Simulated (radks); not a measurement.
Q: Species: K10+. Configuration: [He] 2s2 2p5. Calculated with a radial shooting solver on a logarithmic mesh with Libxc functionals: Dirac Kohn-Sham, PBEsol, spin-unpolarised, spherical densities, finite nucleus; open shells fill j = l - 1/2 first; Fermi nuclear charge, rms radius 3.4349 fm. Some entries of the table are withheld. Estimate them.

orbital,occ.,eigenvalue (eV),<1/r> (bohr^-1)
1s1/2,2,(1),(2)
2s1/2,2,(3),3.939
2p1/2,2,(4),(5)
2p3/2,3,(6),(7)

A: 
(1) 1s1/2 eigenvalue (eV): -3807.181
(2) 1s1/2 <1/r> (bohr^-1): 18.72
(3) 2s1/2 eigenvalue (eV): -605.4042
(4) 2p1/2 eigenvalue (eV): -539.7566
(5) 2p1/2 <1/r> (bohr^-1): 3.871
(6) 2p3/2 eigenvalue (eV): -536.5789
(7) 2p3/2 <1/r> (bohr^-1): 3.836
